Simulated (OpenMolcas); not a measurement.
Tc5+ with 6 ligands (oxide) in octahedral coordination (Oh) at 1.98 Å. A charge of +1.17 e stands 2.6 Å behind each ligand. Ligand basis ANO-RCC-VDZP.
```
Tc    0.0000    0.0000    0.0000
O     1.9800    0.0000    0.0000
O     0.0000    1.9800    0.0000
O    -1.9800    0.0000    0.0000
O     0.0000   -1.9800    0.0000
O     0.0000    0.0000    1.9800
O     0.0000    0.0000   -1.9800
```

```json
{"Program": "OpenMolcas", "Method": "CASSCF", "Basis": "ANO-RCC-VTZP [7s6p4d2f1g]", "Scalar Hamiltonian": "DKH2, point nucleus", "Active space": "2 electrons in 5 orbitals (4d)", "State averaging": "2S+1 = 3 even, 10 roots; 2S+1 = 1 even, 15 roots", "Spin-orbit coupling": "state interaction with AMFI integrals over the reference wave functions"}
```

Question: What is the spin-free ground state (labels of O, the rotations of Oh)?

Answer: 3T1, 3-fold in its orbital part; it has the highest spin that d2 allows.

Question: Where is the first state of the same spin?

Answer: 3T2 at 25600 cm-1 above the ground state.

Question: What are the lowest two levels with spin-orbit coupling?

Answer: A 2-fold level, then a 3-fold level 35.8 cm-1 above it. Their leading multiplicities are 3 (100 %) and 3 (100 %).

Question: What is χT at 300 K, and how does it compare with the textbook value?

Answer: The lowest level has 2S+1 = 3, for which the spin-only value is χT = S(S+1) / 2 = 1.000 cm3 K/mol (g = 2). The computed 0.359 at 300 K differs by -0.641, through orbital momentum, spin-orbit coupling and any other state in reach. With a threefold ground state the orbital momentum is unquenched, so the spin-only value is not expected to hold.

Question: Which ligand-field parameters describe the states?

Answer: A least-squares ligand-field fit to the states below 45000 cm-1, each weighted by its degeneracy and with a free common offset, gives 10Dq = 25534 cm-1, B = 664 cm-1 and C = 2501 cm-1 (C/B = 3.77), with an rms deviation of 595 cm-1. The same method and metal basis give the free ion B = 945 cm-1 (fit to its terms below 60000 cm-1, rms deviation 21 cm-1), so the nephelauxetic ratio is β = 664 / 945 = 0.70; it hangs on how both fits weigh the states, and computed free-ion B values tend to be too large, so β mixes covalency with correlation.

An orbital triplet at a regular site is open to Jahn-Teller coupling, which can distort the site and quench the lowest spin-orbit gaps and is left out. Without dynamic correlation the repulsion within the d shell is too large (B by tens of per cent), so at a given field states of lower spin stand too high. The least metal-like active orbital is 67 % on the metal (Löwdin) and no ligand orbital is active, so the numbers are rough. The oxide ions are held by bare point charges, a crude embedding. With metal d orbitals alone the field can be off either way by tens of per cent. Ligand-to-metal charge-transfer states are missing. With no ligand orbital active B as a rule stays too high, so bands that hang on it stand too high and its fall with covalency is understated. No measured value stands beside these numbers; the geometry was imposed, not optimised, and the real ion may take another.
